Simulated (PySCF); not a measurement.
## Identify the compound

The spectra below were simulated for a compound C₃H₇BO₅S.

1H NMR (600 MHz, computed): δ 4.69 (m, 1H), 4.66 (br s, 1H), 4.24 (br, 1H), 4.20 (m, 1H), 4.13 (m, 1H), 2.23 (m, 1H), 2.12 (m, 1H).

13C{1H} NMR (computed): δ 91.6, 64.3, 31.1.

Level of theory: structure optimised with PBE0-D3(BJ)/def2-SVP, PBE/pcSseg-1 with gauge-including orbitals, in PySCF 2.14.0 with density-fitted response routines (non-relativistic Hamiltonian, no solvent model, a single conformation).

Referencing at the same level of theory: 1H (31.20 ppm), 13C (180.03 ppm) against TMS.

**Question.** Deduce the structure.

**Answer.** 
1. 3 carbon signals for 3 carbons: no two carbons are equivalent.
2. Carbon types of the structure: 1 × CH, 2 × CH2, leaving 2 H on heteroatoms.
3. δC 91.6: sp3 CH bonded to O and S; deshielded by the electronegative neighbour.
4. δC 64.3: sp3 CH2 bonded to O; the inductive effect lowers its shielding.
5. δC 31.1: sp3 CH2 in a ring; aliphatic region, no heteroatom directly attached.
6. δH 4.69: hydrogen on an sp3 CH bonded to O and S; its carbon carries O, an electronegative neighbour.
7. δH 4.66: hydrogen on an oxygen bonded to S; labile proton, position sensitive to the medium.
8. δH 4.24: hydrogen on a boron bonded to 2 O, in a 6-membered ring.
9. δH 4.20, 4.13: hydrogen on an sp3 CH2 bonded to O; its carbon carries O, an electronegative neighbour.

These data were computed for SMILES O=S(=O)(O)[C@H]1CCOBO1.

The data come from this structure; uniqueness wasn't tested.

OH/NH shifts are gas-phase values; hydrogen bonding in solution moves them, usually downfield. Hydrogens on boron are broadened and split by 11B (spin 3/2, 80 %) and 10B (spin 3). Shifts are as computed. Against solution values, carbons near 30 ppm lie about +2 ppm off and those near 130 ppm about +2 ppm. Of 1211 compounds with measured shifts, 218 miss one by over three times the rms of a fit or turn the order of signals round; such compounds aren't used in these exercises. Multiplicities follow the n + 1 count of equivalent neighbours, as no J values were calculated; m marks all less simple cases, F and P coupling included.
